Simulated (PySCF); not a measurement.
Structure problem from calculated spectra and properties.

Elements present: C, F, H and N. Monoisotopic mass: 125.0452 u.

* 13C NMR: chemical shifts (computed TMS as zero) by class: 155.3 (1 C), 132.5 (1 C), 126.2 (1 C), 45.5 (1 C) ppm [GIAO PBE0/pcSseg-1]
* Dipole: 2.97 D [PBE0/pcSseg-1]
* Rotational structure: rotational constants A, B, C: 3.913, 1.236, 1.183 GHz [GFN2-xTB]
* 1H NMR: chemical shifts (computed TMS as zero) by class: 6.27 (1 H), 5.80 (1 H), 3.68 (2 H), 0.58 (2 H) ppm [GIAO PBE0/pcSseg-1]
* NMR, other nuclei: isotropic shieldings of nuclei other than C and H, by class: 226 (1 N), 242 (3 F) ppm [GIAO PBE0/pcSseg-1]

Gas-phase values; electronic properties from PySCF, density fitting. Levels stand in brackets. The structure is a single GFN2-xTB conformer in the gas phase; no vibrational or solvent corrections. Each NMR value is the plain mean over a class of atoms that symmetry, rotation or inversion makes alike.

Task: Which formula fits the mass and the elements?

Result: C4H6F3N (calculated 125.0452). No other formula that holds each of these elements comes within 0.0003 u with a fitting electron parity and a possible valence count.

Task: Propose a structure and show how it fits.

Result: Numbering: `[NH2:1][CH2:2]/[CH:3]=[CH:4]\[C:5]([F:6])([F:7])[F:8]`. Its formula, C4H6F3N, gives 1 degree of unsaturation: 0 rings and 1 π bond in the structure found. 4 carbons fall into 4 classes; from least to most shielded: alkene CH carbon [C3] (155.3 ppm), CF3 carbon [C5] (132.5 ppm), alkene CH carbon [C4] (126.2 ppm), sp3 carbon bound to nitrogen [C2] (45.5 ppm). Hydrogen classes from least to most shielded: 1 H on an alkene CH carbon, C3 (6.27 ppm), 1 H on an alkene CH carbon, C4 (5.80 ppm), 2 H on an sp3 carbon bound to nitrogen, C2 (3.68 ppm, a mean of values up to 0.7 ppm apart in this geometry), 2 H on a primary amine nitrogen, N1 (0.58 ppm). The other shieldings belong to: 226 ppm, primary amine nitrogen [N1]; 242 ppm, fluorine of a CF3 group [F6/F7/F8]. The optimised geometry has point group C1 and is an asymmetric top. Structure: `NC/C=C\C(F)(F)F`. Computed isomers that give other values at the same levels: `C/C=N/CC(F)(F)F` (13C chemical shifts (computed TMS as zero) by class: 172.4 (1 C), 133.3 (1 C), 66.9 (1 C), 27.1 (1 C) ppm). The assignments are read from this structure; whether some other isomer fits the data as well wasn't checked.

The values belong to the conformer `[NH2:1][CH2:2]/[CH:3]=[CH:4]\[C:5]([F:6])([F:7])[F:8]`: N1–C2–C3–C4 109°, C3–C4–C5–F6 -62°, H–N1–C2–C3 -64°, H–N1–C2–C3 56°.
